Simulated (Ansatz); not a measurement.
`C1=[CH][InH][S]1` → 2 C• + 3 H• + In• + S•  (atomization)

Program: Ansatz. Geometries: PBE0-D4/def2-TZVP. ΔE: electronic, gas phase. CBS: MP2 limit from def2 TZ/QZ plus the TZ coupled-cluster correction, frozen cores. This one scheme is used for every species, atoms too. DFT in def2-TZVPP. Open shells (•) are unrestricted, without spin–orbit coupling. Spin–orbit coupling would lower the free atoms: a little for C, S; strongly for In. Elements past krypton have def2 core potentials. For In outer-core shells are correlated without core-valence functions, so the limit isn't a true one: a few kJ/mol of doubt a bond, and 10 to 20 or more in all where bonds break to atoms.

`C1=[CH][InH][S]1`:

```xyz
7

C    -0.274   -1.086    0.163
C     0.856   -0.375    0.050
In   -0.093    1.497   -0.221
S    -1.837   -0.253    0.049
H    -0.308   -2.164    0.322
H     1.854   -0.792    0.105
H    -0.198    3.174   -0.468
```

```csv
level,ΔE (eV)
B97M-V,25.04
r2SCANh-D4,24.77
PBE,25.39
CCSD(T)/def2-TZVPP,24.10
```

Problem. What does CCSD(T)/CBS give? (Best estimate.)

Solution. Ansatz gave: +24.86 eV. The listed levels differ from it by 0.18, -0.09, 0.53, -0.76 eV.

Largest T1 diagnostic among the species: 0.016.

From r2SCAN to r2SCAN0 (25 % exact exchange), in def2-TZVPP and without D4, ΔE moves by −0.51 eV: exact exchange takes away binding that semilocal exchange gives to molecules. In def2-TZVPP, CCSD(T) changes the Hartree–Fock value by +7.02 eV (the triples alone add +0.62 eV) and MP2 by +7.56 eV; breaking electron pairs costs correlation energy, which Hartree–Fock lacks. At CCSD(T), def2-SVP lies −1.72 eV from the extrapolated value and def2-TZVPP −0.75 eV: correlation converges slowly with the basis, and small sets miss more of it in the bonded molecule than in its fragments.

For atomizations the MP2-based limit and the directly extrapolated one differ by several kJ/mol either way, and by 10 to 25 for some Ge, Se and Sn compounds, so smaller differences from it don't rank the levels.
